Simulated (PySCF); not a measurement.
# Computed records: BH4Si, CH4Al

Calculation on a computer-drawn molecule: vertical ionisation energy to the stated ion spin, frozen-core CCSD(T) at the basis limit and cheaper methods, single-reference cases, UHF for radicals, no spin-orbit; all values are single points at the evaluated structure, the first of each entry, which is the reference or a displaced copy of it and isn't optimised; the reference structure only sets the zero of the energies above reference; triples share is (T) over the correlation energy. Program: PySCF 2.14.0.

Common to all runs: charge 0; multiplicity 2; ion multiplicity 1; diffuse functions no; basis cc-pV(n+d)Z; reference is the Hartree-Fock double-zeta minimum; best is HF at quadruple zeta + MP2 correlation extrapolated from triple and quadruple zeta + CCSD(T) minus MP2 at triple zeta; basis step is the size of the change from the same recipe one zeta lower.

(1) BH4Si

Evaluated structure:
```xyz
6
BH4Si
B     -1.7842    -0.0603    -1.0938
Si    -0.1351     0.1157     0.1876
H     -2.4555     0.6477    -1.7810
H     -0.5391    -0.3574     1.5374
H      0.4150     1.4875     0.3212
H      0.9440    -0.7679    -0.3314
```

Reference structure:
```xyz
6
BH4Si
B     -1.7861    -0.0594    -1.0903
Si    -0.1941     0.1094     0.1385
H     -2.4558     0.6474    -1.7814
H     -0.5984    -0.3629     1.4858
H      0.3562     1.4822     0.2740
H      0.8820    -0.7725    -0.3772
```

- ionisation energy best: 8.19 eV
- ionisation energy basis step: 0.02102 eV
- energy above reference best: 1.476 kcal/mol
- energy above reference basis step: 0.1224 kcal/mol
- total energy HF triple zeta: -315.8714 hartree
- total energy CCSD(T) triple zeta: -316.1210 hartree
- total energy best: -316.1504 hartree
- T1 diagnostic at triple zeta: 0.01399
- D1 diagnostic at triple zeta: 0.03012
- spin squared at triple zeta: 0.7583
- ion T1 diagnostic at triple zeta: 0.01758
- ion D1 diagnostic at triple zeta: 0.03615
- triples share at triple zeta: 0.02865
- basis functions triple zeta: 125
- dipole magnitude HF at triple zeta: 0.4673 debye
- dipole magnitude CCSD unrelaxed at triple zeta: 0.4486 debye
- dipole magnitude PBE at triple zeta: 0.3966 debye
- dipole magnitude r2SCAN at triple zeta: 0.3757 debye
- dipole magnitude B3LYP at triple zeta: 0.4218 debye
- dipole magnitude wB97X at triple zeta: 0.465 debye

Drawn bonds:
```csv
atom,other atom,order
1,2,1
1,3,1
2,4,1
2,5,1
2,6,1
```

Triple zeta:
```csv
method,ionisation energy (eV),energy above reference (kcal/mol)
HF,7.776,1.024
PBE,8.243,1.437
r2SCAN,8.422,1.598
B3LYP,8.286,1.476
wB97X,8.212,1.492
MP2,8.143,1.362
CCSD,8.132,1.305
CCSD(T),8.153,1.298
```

(2) BH4Si

Evaluated structure:
```xyz
6
BH4Si
B     -1.7842    -0.0603    -1.0938
Si    -0.0674     0.1229     0.2402
H     -2.4555     0.6477    -1.7810
H     -0.4714    -0.3502     1.5900
H      0.4827     1.4947     0.3738
H      1.0117    -0.7607    -0.2788
```

Reference structure:
```xyz
6
BH4Si
B     -1.7861    -0.0594    -1.0903
Si    -0.1941     0.1094     0.1385
H     -2.4558     0.6474    -1.7814
H     -0.5984    -0.3629     1.4858
H      0.3562     1.4822     0.2740
H      0.8820    -0.7725    -0.3772
```

* ionisation energy best: 8.132 eV
* ionisation energy basis step: 0.02204 eV
* energy above reference best: 4.599 kcal/mol
* energy above reference basis step: 0.2417 kcal/mol
* total energy HF triple zeta: -315.8669 hartree
* total energy CCSD(T) triple zeta: -316.1163 hartree
* total energy best: -316.1455 hartree
* T1 diagnostic at triple zeta: 0.01375
* D1 diagnostic at triple zeta: 0.03034
* spin squared at triple zeta: 0.7583
* ion T1 diagnostic at triple zeta: 0.01618
* ion D1 diagnostic at triple zeta: 0.03253
* triples share at triple zeta: 0.02885
* basis functions triple zeta: 125
* dipole magnitude HF at triple zeta: 0.4587 debye
* dipole magnitude CCSD unrelaxed at triple zeta: 0.456 debye
* dipole magnitude PBE at triple zeta: 0.4163 debye
* dipole magnitude r2SCAN at triple zeta: 0.3924 debye
* dipole magnitude B3LYP at triple zeta: 0.4356 debye
* dipole magnitude wB97X at triple zeta: 0.4738 debye

Drawn bonds:
```csv
atom,other atom,order
1,2,1
1,3,1
2,4,1
2,5,1
2,6,1
```

Triple zeta:
```csv
method,ionisation energy (eV),energy above reference (kcal/mol)
HF,7.702,3.843
PBE,8.22,4.414
r2SCAN,8.393,4.778
B3LYP,8.245,4.499
wB97X,8.158,4.641
MP2,8.083,4.429
CCSD,8.07,4.288
CCSD(T),8.095,4.253
```

(3) BH4Si

Evaluated structure:
```xyz
6
BH4Si
B     -1.7842    -0.0603    -1.0938
Si     0.1757     0.1488     0.4291
H     -2.4555     0.6477    -1.7810
H     -0.2283    -0.3243     1.7789
H      0.7258     1.5206     0.5627
H      1.2548    -0.7348    -0.0899
```

Reference structure:
```xyz
6
BH4Si
B     -1.7861    -0.0594    -1.0903
Si    -0.1941     0.1094     0.1385
H     -2.4558     0.6474    -1.7814
H     -0.5984    -0.3629     1.4858
H      0.3562     1.4822     0.2740
H      0.8820    -0.7725    -0.3772
```

* ionisation energy best: 7.905 eV
* ionisation energy basis step: 0.02369 eV
* energy above reference best: 22.21 kcal/mol
* energy above reference basis step: 0.5735 kcal/mol
* total energy HF triple zeta: -315.8382 hartree
* total energy CCSD(T) triple zeta: -316.0889 hartree
* total energy best: -316.1174 hartree
* T1 diagnostic at triple zeta: 0.01363
* D1 diagnostic at triple zeta: 0.03227
* spin squared at triple zeta: 0.758
* ion T1 diagnostic at triple zeta: 0.01319
* ion D1 diagnostic at triple zeta: 0.02283
* triples share at triple zeta: 0.03044
* basis functions triple zeta: 125
* dipole magnitude HF at triple zeta: 0.4485 debye
* dipole magnitude CCSD unrelaxed at triple zeta: 0.4804 debye
* dipole magnitude PBE at triple zeta: 0.4664 debye
* dipole magnitude r2SCAN at triple zeta: 0.4363 debye
* dipole magnitude B3LYP at triple zeta: 0.4742 debye
* dipole magnitude wB97X at triple zeta: 0.5042 debye

Drawn bonds:
```csv
atom,other atom,order
1,2,1
1,3,1
2,4,1
2,5,1
2,6,1
```

Triple zeta:
```csv
method,ionisation energy (eV),energy above reference (kcal/mol)
HF,7.423,21.86
PBE,8.083,20.84
r2SCAN,8.236,22.18
B3LYP,8.054,21.27
wB97X,7.932,22.75
MP2,7.842,22.47
CCSD,7.825,21.78
CCSD(T),7.866,21.47
```

(4) CH4Al

Evaluated structure:
```xyz
6
CH4Al
C     -0.1721     1.4275     0.5969
Al     1.2482     0.0948     0.9385
H     -1.1488     1.0119     0.8763
H     -0.0379     2.3684     1.1365
H     -0.2218     1.6546    -0.4757
H      1.1427    -1.3156     0.1951
```

Reference structure:
```xyz
6
CH4Al
C     -0.1721     1.4275     0.5969
Al     1.2482     0.0948     0.9385
H     -1.1488     1.0119     0.8763
H     -0.0379     2.3684     1.1365
H     -0.2218     1.6546    -0.4757
H      1.1427    -1.3156     0.1951
```

* ionisation energy best: 7.41 eV
* ionisation energy basis step: 0.01709 eV
* energy above reference best: 0 kcal/mol
* energy above reference basis step: 0 kcal/mol
* total energy HF triple zeta: -282.0993 hartree
* total energy CCSD(T) triple zeta: -282.3814 hartree
* total energy best: -282.4131 hartree
* T1 diagnostic at triple zeta: 0.01249
* D1 diagnostic at triple zeta: 0.03319
* spin squared at triple zeta: 0.7542
* ion T1 diagnostic at triple zeta: 0.0123
* ion D1 diagnostic at triple zeta: 0.028
* triples share at triple zeta: 0.03325
* basis functions triple zeta: 125
* dipole magnitude HF at triple zeta: 0.5974 debye
* dipole magnitude CCSD unrelaxed at triple zeta: 0.5867 debye
* dipole magnitude PBE at triple zeta: 0.7106 debye
* dipole magnitude r2SCAN at triple zeta: 0.6952 debye
* dipole magnitude B3LYP at triple zeta: 0.6406 debye
* dipole magnitude wB97X at triple zeta: 0.6655 debye

Drawn bonds:
```csv
atom,other atom,order
1,2,1
1,3,1
1,4,1
1,5,1
2,6,1
```

Triple zeta:
```csv
method,ionisation energy (eV),energy above reference (kcal/mol)
HF,7.204,0
PBE,7.377,0
r2SCAN,7.527,0
B3LYP,7.465,0
wB97X,7.377,0
MP2,7.345,0
CCSD,7.373,0
CCSD(T),7.376,0
```

(5) CH4Al

Evaluated structure:
```xyz
6
CH4Al
C     -0.1422     1.4292     0.5937
Al     1.2557     0.0979     0.9389
H     -1.1958     1.0162     0.8888
H     -0.0379     2.3808     1.1513
H     -0.2114     1.6382    -0.4601
H      1.1359    -1.3091     0.2119
```

Reference structure:
```xyz
6
CH4Al
C     -0.1721     1.4275     0.5969
Al     1.2482     0.0948     0.9385
H     -1.1488     1.0119     0.8763
H     -0.0379     2.3684     1.1365
H     -0.2218     1.6546    -0.4757
H      1.1427    -1.3156     0.1951
```

* total energy CCSD(T) triple zeta: —
* energy above reference best: —
* dipole magnitude B3LYP at triple zeta: —
* D1 diagnostic at triple zeta: —

Drawn bonds:
```csv
atom,other atom,order
1,2,1
1,3,1
1,4,1
1,5,1
2,6,1
```

**Q.** CH4Al (entry 5): total energy CCSD(T) triple zeta?
**A.** -282.3781 hartree

**Q.** CH4Al (entry 5): energy above reference best?
**A.** 2.115 kcal/mol

**Q.** Give the missing dipole magnitude B3LYP at triple zeta for CH4Al (entry 5).
**A.** 0.6383 debye

**Q.** CH4Al (entry 5): D1 diagnostic at triple zeta?
**A.** 0.03314

Further results for CH4Al (entry 5):

* ionisation energy best: 7.409 eV
* ionisation energy basis step: 0.01631 eV
* energy above reference basis step: 0.04572 kcal/mol
* total energy HF triple zeta: -282.0952 hartree
* total energy best: -282.4097 hartree
* T1 diagnostic at triple zeta: 0.01258
* spin squared at triple zeta: 0.754
* ion T1 diagnostic at triple zeta: 0.0123
* ion D1 diagnostic at triple zeta: 0.02804
* triples share at triple zeta: 0.03358
* basis functions triple zeta: 125
* dipole magnitude HF at triple zeta: 0.5928 debye
* dipole magnitude CCSD unrelaxed at triple zeta: 0.5871 debye
* dipole magnitude PBE at triple zeta: 0.7154 debye
* dipole magnitude r2SCAN at triple zeta: 0.698 debye
* dipole magnitude wB97X at triple zeta: 0.6698 debye

Triple zeta:
```csv
method,ionisation energy (eV),energy above reference (kcal/mol)
HF,7.207,2.513
PBE,7.374,1.831
r2SCAN,7.524,2.049
B3LYP,7.464,2.124
wB97X,7.371,2.183
MP2,7.341,2.243
CCSD,7.373,2.16
CCSD(T),7.376,2.087
```
